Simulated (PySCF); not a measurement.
Species: CH7B2FN2.
SMILES with atom numbers: `[BH2:1][NH:2][B:3]([F:4])[NH:5][CH3:6]` (hydrogens: H7, H8 on B1; H9 on N2; H10 on N5; H11, H12, H13 on C6)

Method: PBE0-D3(BJ)/def2-SVP geometry optimisation, gas phase in PySCF; density fitting, grid level 1; the optimiser is geomeTRIC in internal coordinates, started from a GFN2-xTB structure with every atom displaced at random (about 0.01 Å).

Geometry at step 3:
```
atom  x, y, z in Å
B1     -2.4059   -0.2113   -0.0721
N2     -1.4689    0.8274   -0.0618
B3     -0.0176    0.7621   -0.0793
F4      0.6118    1.9410   -0.2251
N5      0.7180   -0.4100    0.1104
C6      2.1534   -0.5144    0.0867
H7     -2.0331   -1.3645   -0.0406
H8     -3.5881    0.0431   -0.0964
H9     -1.8336    1.7752   -0.1055
H10     0.2104   -1.2751    0.2418
H11     2.5941    0.4896    0.0278
H12     2.5437   -0.9986    0.9973
H13     2.5200   -1.0889   -0.7821
```

**Question.** What forces act on the atoms?

**Answer.** 
```csv
atom,Fx (eV/Å),Fy (eV/Å),Fz (eV/Å)
B1,-0.022,-0.009,0.089
N2,-0.017,-0.073,-0.161
B3,-0.134,0.091,0.306
F4,0.140,-0.041,-0.081
N5,-0.024,0.121,-0.112
C6,0.007,-0.032,-0.010
H7,0.037,-0.003,-0.022
H8,0.001,0.003,-0.011
H9,0.037,-0.024,-0.001
H10,-0.015,-0.037,-0.013
H11,-0.014,0.011,0.001
H12,0.007,0.006,0.011
H13,-0.003,-0.014,0.003
```

The largest, 0.35 eV/Å, acts on B3; the rms over all components is 0.076 eV/Å. The forces sum to zero within rounding, as they must for an isolated molecule in no field.

**Question.** Give the force on B3 in Eh/bohr and in nN.

**Answer.** 0.347 eV/Å ÷ 51.422 = 0.00674 Eh/bohr, and 0.347 eV/Å × 1.602 = 0.56 nN.

**Question.** How far is this geometry from the end of the optimisation?

**Answer.** 0.010 eV above it, and 0.061 Å rms away after alignment. The bonds farthest from their final lengths, with half the difference of the two atoms' forces along the bond (positive lengthens):

```json
{"bond": "N2–B3", "now (Å)": "1.453", "final (Å)": "1.452", "force along bond (eV/Å)": "-0.06"}
```

The angle farthest from its final value is N2–B3–F4, 115.4° against 116.6°.

Run on one thread of an Arm Neoverse V1, no GPU, shared host with 32 logical CPUs at a one-minute load of 35.
